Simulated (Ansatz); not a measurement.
Sr4Te5⁻. Total charge -1; doublet. Geometry PBE-D4/def2-SVP.

Cartesian coordinates in Å:
```
Sr -1.9593 0.4911 0.3470
Sr 0.8550 -1.0448 -2.3847
Sr 2.0412 1.8790 0.1149
Sr 1.3526 -1.8239 1.5335
Te -5.0693 1.1067 0.8628
Te 3.5267 -0.8678 -0.6209
Te -0.1755 1.9095 -2.1082
Te -1.0004 -2.6134 -0.3929
Te 0.4291 0.9635 2.6484
```

In the def2 sets Sr, Te take a core potential; there is no spin–orbit coupling. At PBE-D4/def2-SVP the gap within one spin of the charge -1 doublet nearly closes, so an electron or hole may be smeared out by delocalisation error. Another isomer (doublet) lies 0.14 eV lower at PBE0-D4/def2-SVP; other spin states weren't run for this one.

Task: Estimate the α-spin orbital energies around the gap (eV) in Ansatz with PBE-D4/def2-SVP, r2SCAN-D4/def2-SVP, PBE0-D4/def2-SVP.

Result: 
```json
{"orbital": "HOMO−9", "PBE-D4/def2-SVP": "-2.24", "r2SCAN-D4/def2-SVP": "-2.48", "PBE0-D4/def2-SVP": "-3.19"}
{"orbital": "HOMO−8", "PBE-D4/def2-SVP": "-2.24", "r2SCAN-D4/def2-SVP": "-2.47", "PBE0-D4/def2-SVP": "-3.19"}
{"orbital": "HOMO−7", "PBE-D4/def2-SVP": "-2.15", "r2SCAN-D4/def2-SVP": "-2.36", "PBE0-D4/def2-SVP": "-3.03"}
{"orbital": "HOMO−6", "PBE-D4/def2-SVP": "-2.01", "r2SCAN-D4/def2-SVP": "-2.22", "PBE0-D4/def2-SVP": "-2.90"}
{"orbital": "HOMO−5", "PBE-D4/def2-SVP": "-2.00", "r2SCAN-D4/def2-SVP": "-2.22", "PBE0-D4/def2-SVP": "-2.89"}
{"orbital": "HOMO−4", "PBE-D4/def2-SVP": "-2.00", "r2SCAN-D4/def2-SVP": "-2.21", "PBE0-D4/def2-SVP": "-2.89"}
{"orbital": "HOMO−3", "PBE-D4/def2-SVP": "-1.96", "r2SCAN-D4/def2-SVP": "-2.17", "PBE0-D4/def2-SVP": "-2.84"}
{"orbital": "HOMO−2", "PBE-D4/def2-SVP": "-1.94", "r2SCAN-D4/def2-SVP": "-2.15", "PBE0-D4/def2-SVP": "-2.82"}
{"orbital": "HOMO−1", "PBE-D4/def2-SVP": "-1.76", "r2SCAN-D4/def2-SVP": "-1.99", "PBE0-D4/def2-SVP": "-2.74"}
{"orbital": "HOMO", "PBE-D4/def2-SVP": "-1.33", "r2SCAN-D4/def2-SVP": "-1.57", "PBE0-D4/def2-SVP": "-2.30"}
{"orbital": "LUMO", "PBE-D4/def2-SVP": "0.38", "r2SCAN-D4/def2-SVP": "0.75", "PBE0-D4/def2-SVP": "0.85"}
{"orbital": "LUMO+1", "PBE-D4/def2-SVP": "0.71", "r2SCAN-D4/def2-SVP": "1.10", "PBE0-D4/def2-SVP": "1.18"}
{"orbital": "LUMO+2", "PBE-D4/def2-SVP": "0.71", "r2SCAN-D4/def2-SVP": "1.11", "PBE0-D4/def2-SVP": "1.19"}
{"orbital": "LUMO+3", "PBE-D4/def2-SVP": "1.08", "r2SCAN-D4/def2-SVP": "1.31", "PBE0-D4/def2-SVP": "1.75"}
{"orbital": "LUMO+4", "PBE-D4/def2-SVP": "1.47", "r2SCAN-D4/def2-SVP": "1.74", "PBE0-D4/def2-SVP": "2.13"}
{"orbital": "LUMO+5", "PBE-D4/def2-SVP": "1.47", "r2SCAN-D4/def2-SVP": "1.74", "PBE0-D4/def2-SVP": "2.13"}
{"orbital": "β HOMO", "PBE-D4/def2-SVP": "-1.05", "r2SCAN-D4/def2-SVP": "-1.26", "PBE0-D4/def2-SVP": "-1.98"}
{"orbital": "β LUMO", "PBE-D4/def2-SVP": "-1.01", "r2SCAN-D4/def2-SVP": "-0.73", "PBE0-D4/def2-SVP": "-0.05"}
```
